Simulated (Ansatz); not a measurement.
Program: Ansatz. Geometries: PBE0-D4/def2-TZVP. ΔE: electronic, gas phase. CBS: MP2 limit from def2 TZ/QZ plus the TZ coupled-cluster correction, frozen cores. This one scheme is used for every species, atoms too. Functionals use def2-TZVPP. B3LYP here is the variant with VWN-RPA as its local correlation; programs differ in this. No spin–orbit coupling; open shells (•) take unrestricted orbitals. Spin–orbit coupling would lower the free atoms: a little for C, F, Si; clearly for Se. For Se outer-core shells are correlated without core-valence functions, so the limit isn't a true one: a few kJ/mol of doubt a bond, and 10 to 20 or more in all where bonds break to atoms. Scalar relativity is left out up to krypton.

Reaction (atomization): `F[SiH]1CC[Se]1` → 2 C• + F• + 5 H• + Se• + Si•

```csv
level,ΔE (kcal/mol)
PBE-D4,922.0
B3LYP,890.9
CCSD/def2-TZVPP,868.6
CCSD(T)/def2-TZVPP,883.0
HF/def2-QZVPP,665.5
SCS-MP2/def2-QZVPP,909.2
HF/CBS(def2),665.7
CCSD/CBS(def2),893.9
```

What does CCSD(T)/CBS give? (Estimate.)

Computed: +908.3 kcal/mol. The listed levels differ from it by 13.7, -17.4, -39.7, -25.3, -242.8, 0.9, -242.6, -14.4 kcal/mol.

Largest T1 diagnostic among the species: 0.012.

In def2-TZVPP, CCSD(T) changes the Hartree–Fock value by +218.7 kcal/mol (the triples alone add +14.4 kcal/mol) and MP2 by +237.3 kcal/mol; breaking electron pairs costs correlation energy, which Hartree–Fock lacks. The D4 term adds +9.9 kcal/mol with B3LYP and +5.1 kcal/mol with PBE0; it sums over pairs of atoms, weighted by their polarisabilities, and B3LYP, whose exchange is more repulsive, gets the larger term.

For atomizations the MP2-based limit and the directly extrapolated one differ by several kJ/mol either way, and by 10 to 25 for some Ge, Se and Sn compounds, so smaller differences from it don't rank the levels.
